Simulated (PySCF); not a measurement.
# C₆ coefficients of unlike pairs at LC-wPBE

Calculated with PySCF 2.14 from the dipole response of each species, C₆(A,B) = (3/π) ∫ α_A(iu) α_B(iu) du, in atomic units, from isotropic polarisabilities. For ions this is the dispersion term alone; charge-induced terms of lower order in 1/R come first.

```
species  configuration                        basis     relativity  α (bohr³)  C₆ (like pair)
     Rb  [Kr] 5s1 (2S)        dyall-av2z (22s16p9d)           none      574.8           10920
   Ti²⁺  [Ar] 3d2 (3F)  aug-cc-pVTZ-DK (8s7p5d3f2g)  spin-free X2C      4.877           14.62
    Be⁺  [He] 2s1 (2S)      dyall-acv3z (15s9p4d2f)  spin-free X2C      23.24           63.82
```

Estimate C₆ for Be⁺ with Rb.

The integral gives 702.9. The combination rule 2 C_A C_B / (C_A α_B/α_A + C_B α_A/α_B) gives 689.8 and the geometric mean 834.7.

No spin-orbit coupling is included.

The other pairs:

| pair | C₆ |
| --- | --- |
| Ti²⁺, Rb | 192.8 |
| Be⁺, Ti²⁺ | 22.42 |
